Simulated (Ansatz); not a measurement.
Species: C3H9OSi, net charge 0, doublet state. It need not be the lowest isomer of its formula. SMILES: [Si](C)([O])(C)C
Geometry: optimised at B3LYP-D3(BJ)/def2-TZVP (Ansatz, a quantum-chemistry and plane-wave program).

Property: atomisation energy (electronic, to ground-state atoms), in kcal/mol. Cores are frozen in the correlated levels unless marked. UHF or UKS for open shells. Spin-orbit coupling is left out. Non-relativistic. The coupled-cluster limit lacks core correlation, which all-electron functionals hold. Basis-set limits of correlation are two-point, X^-3; Hartree-Fock from the larger set. [CCSD(T)-MP2]/basis is that difference in the basis named.

```
level                          program  atomisation energy (kcal/mol)
----------------------  --------------  -----------------------------
HF/cc-pV(T+d)Z                  Ansatz                          953.5
BLYP-D3(BJ)/def2-TZVPD  Ansatz + dftd3                         1251.2
BLYP/def2-TZVPD                 Ansatz                         1236.7
r2SCAN/def2-TZVPD               Ansatz                         1259.8
```

### Question
What does RI-MP2/CBS(cc-pV(T+d)Z,cc-pV(Q+d)Z)+[CCSD(T)-MP2]/cc-pV(D+d)Z (Ansatz) give?

### Answer
1255.3 kcal/mol
